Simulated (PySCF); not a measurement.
C4H5BCl2.
Numbering: `[CH3:1][CH:2]=[C:3]=[CH:4][B:5]([Cl:6])[Cl:7]` (hydrogens: H8, H9, H10 on C1; H11 on C2; H12 on C4)

Computed by this run: PBE0-D3(BJ)/def2-SVP geometry optimisation, gas phase in PySCF 2.14.0; density fitting, grid level 1; the optimiser is geomeTRIC in internal coordinates, started from a GFN2-xTB structure with every atom displaced at random (about 0.01 Å).

Step 0: E = -29926.7744 eV
```
atom  x, y, z in Å  |  force x, y, z in eV/Å
C1     -1.6906   -0.8181    1.0972   -0.513   1.452  -0.385
C2     -1.0622   -0.6634   -0.2509   -1.072  -0.520   0.901
C3      0.1683   -0.3730   -0.4434    3.997   1.085  -0.667
C4      1.4769   -0.0248   -0.6156   -3.147  -0.223   0.348
B5      1.9158    1.4275   -0.7380   -0.031  -0.134   0.111
Cl6     0.7953    2.7500   -0.6414   -0.400   0.389   0.005
Cl7     3.6014    1.7927   -0.9485    0.559   0.112  -0.098
H8     -2.4979   -0.0556    1.1769    0.164  -0.306   0.105
H9     -2.1454   -1.7803    1.2180   -0.396  -0.987   0.101
H10    -0.9959   -0.6319    1.9032    0.468   0.015   0.434
H11    -1.7055   -0.8306   -1.0960   -0.409  -0.088  -0.764
H12     2.1871   -0.8199   -0.6656    0.779  -0.794  -0.091
```

Step 1: E = -29926.8853 eV
```
atom  x, y, z in Å  |  force x, y, z in eV/Å
C1     -1.7626   -0.8164    1.1191   -0.103  -0.076   0.165
C2     -1.0120   -0.6469   -0.1587    0.066  -0.016  -0.006
C3      0.2517   -0.3522   -0.3158   -0.123  -0.044  -0.679
C4      1.4836   -0.0317   -0.6772    0.156  -0.088   0.500
B5      1.9346    1.4363   -0.7914    0.004   0.055   0.081
Cl6     0.7911    2.7654   -0.6490    0.075  -0.069  -0.047
Cl7     3.6374    1.8172   -1.0214   -0.112  -0.027  -0.038
H8     -2.5821   -0.0846    1.1769   -0.046   0.045   0.017
H9     -2.2274   -1.8183    1.1727    0.101   0.107   0.011
H10    -1.1178   -0.6753    1.9970    0.001  -0.036  -0.007
H11    -1.5794   -0.7819   -1.0948    0.087   0.015   0.078
H12     2.2303   -0.8391   -0.7617   -0.107   0.135  -0.073
```

Step 2: E = -29926.9162 eV
```
atom  x, y, z in Å  |  force x, y, z in eV/Å
C1     -1.7371   -0.8084    1.1121   -0.138  -0.025   0.021
C2     -1.0419   -0.6568   -0.2052    0.124   0.040   0.181
C3      0.2204   -0.3614   -0.3639   -0.065   0.012  -0.493
C4      1.4686   -0.0310   -0.6433    0.062  -0.037   0.329
B5      1.9256    1.4343   -0.7454   -0.025   0.032  -0.137
Cl6     0.7920    2.7733   -0.6772    0.000  -0.043   0.044
Cl7     3.6274    1.8000   -0.9808    0.005  -0.010   0.020
H8     -2.5564   -0.0767    1.2030    0.013  -0.002  -0.005
H9     -2.1888   -1.8096    1.2003    0.011   0.001   0.016
H10    -1.0502   -0.6602    1.9560    0.015  -0.003  -0.018
H11    -1.6252   -0.7972   -1.1269   -0.007   0.012   0.054
H12     2.2131   -0.8338   -0.7328    0.006   0.024  -0.013
```

Problem. Estimate the geometry and energy of step 3. (The exact step hangs on the optimiser's Hessian estimate; all steps are aligned on step 2, rigid shifts and turns removed.)

Solution. E = -29926.9289 eV, largest force 0.201 eV/Å
```
atom  x, y, z in Å  |  force x, y, z in eV/Å
C1     -1.7222   -0.7873    1.1068    0.120   0.075  -0.066
C2     -1.0403   -0.6512   -0.2260   -0.028   0.019   0.061
C3      0.2204   -0.3784   -0.4280   -0.072  -0.126   0.139
C4      1.4847   -0.0577   -0.6262   -0.021   0.082  -0.049
B5      1.9082    1.4152   -0.7332    0.017  -0.008  -0.026
Cl6     0.7312    2.7110   -0.6577   -0.015   0.083   0.009
Cl7     3.6003    1.8267   -0.9443    0.046   0.019  -0.003
H8     -2.5274   -0.0409    1.2128    0.049  -0.023  -0.035
H9     -2.1812   -1.7809    1.2100   -0.038  -0.065  -0.017
H10    -1.0128   -0.6508    1.9334    0.005   0.024   0.017
H11    -1.6485   -0.7835   -1.1283   -0.105  -0.011  -0.063
H12     2.2349   -0.8496   -0.7233    0.043  -0.069   0.033
```

The energy changes by -0.0127 eV. The first-order estimate −F·Δx gives -0.0364 eV and the mean of the old and new forces, exact on a quadratic surface, -0.0130 eV. The step makes an angle of 70° with the force vector and moves no atom by more than 0.089 Å.

The cost below is that of the whole optimisation. Hardware: one thread of an Arm Neoverse V1, no GPU, shared host with 32 logical CPUs at a one-minute load of 28. Cost: 55 s, 0.55 GiB resident at most.
